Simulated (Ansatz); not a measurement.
Several settings on one geometry of [GeI3]- (GeI₃⁻) (that of the charge -1 singlet, PBE0-D4/def2-SVPD). Ansatz on 4 threads of Arm Neoverse V2 on a shared host; times are rough.

```tsv
atom	x (Å)	y (Å)	z (Å)
Ge1	-0.038	0.000	0.961
I2	2.388	-0.033	-0.225
I3	-1.146	2.075	-0.367
I4	-1.203	-2.042	-0.369
```

Totals from different functionals, basis sets or treatments of relativity can't be compared as stabilities.

In the def2 sets I takes a core potential; there is no spin–orbit coupling.

The spins typed aren't always the lowest for that charge.

**Question.** Give the basis size and estimate the energy, ⟨S²⟩ and time of these runs.

```tsv
run	method	charge	state	further keys
1	RKS ωB97X/def2-TZVP	-1	singlet	scf: {lower_state_search: light}
2	UKS RPBE-D3(BJ)-ATM/def2-SVPD	-1	singlet	scf: {omitted_lower_state_checks: [starts]}
3	UKS revPBE-D3(BJ)/def2-TZVPP	0	doublet	forces asked
4	UKS BHLYP/def2-mTZVP	-1	singlet	scf: {omitted_lower_state_checks: [starts]}
```

**Answer.** 
```json
{"run": "1", "functions": "198", "energy (Eh)": "-2970.5464", "⟨S²⟩": "–", "wall time": "6.5 s"}
{"run": "2", "functions": "143", "energy (Eh)": "-2970.2265", "⟨S²⟩": "0.00", "wall time": "2.4 s"}
{"run": "3", "functions": "198", "energy (Eh)": "-2970.2072", "⟨S²⟩": "0.75", "wall time": "9 s"}
{"run": "4", "functions": "144", "energy (Eh)": "-2969.9269", "⟨S²⟩": "0.00", "wall time": "3.5 s"}
```

The highest occupied level of an anion often lies above zero with these methods, and sets without diffuse functions describe the outer electron poorly.
